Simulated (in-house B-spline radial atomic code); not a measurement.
What moves the levels of Tb ([Xe] 4f9 6s2)? Computed with an all-electron radial atomic-structure program (B-spline basis): Dirac-Hartree-Fock, average of the jj configuration, Fermi nucleus of rms radius 4.9201 fm.

Baseline run (computed): total energy -11712.7095 hartree, 1s1/2 at -1922.167 hartree, 6s1/2 at -5.046 eV with <r> = 4.48 bohr.

Changing the nucleus:

| nucleus | ΔE (eV) |
| --- | --- |
| Fermi nucleus of rms radius 4.9291 fm, A = 148 | 0.077 |
| Fermi nucleus of rms radius 4.9427 fm, A = 149 | 0.193 |
| Fermi nucleus of rms radius 4.9499 fm, A = 150 | 0.255 |
| Fermi nucleus of rms radius 4.963 fm, A = 151 | 0.368 |
| Fermi nucleus of rms radius 4.9689 fm, A = 152 | 0.419 |
| Fermi nucleus of rms radius 4.995 fm, A = 153 | 0.644 |
| Fermi nucleus of rms radius 5.0333 fm, A = 154 | 0.976 |
| Fermi nucleus of rms radius 5.0391 fm, A = 155 | 1.03 |
| Fermi nucleus of rms radius 5.0489 fm, A = 157 | 1.11 |
| Fermi nucleus of rms radius 5.06 fm, A = 159 | 1.21 |

A larger nucleus binds the electrons less, roughly as the density at the nucleus times the change of the nuclear <r²>. The reference is A = 147.
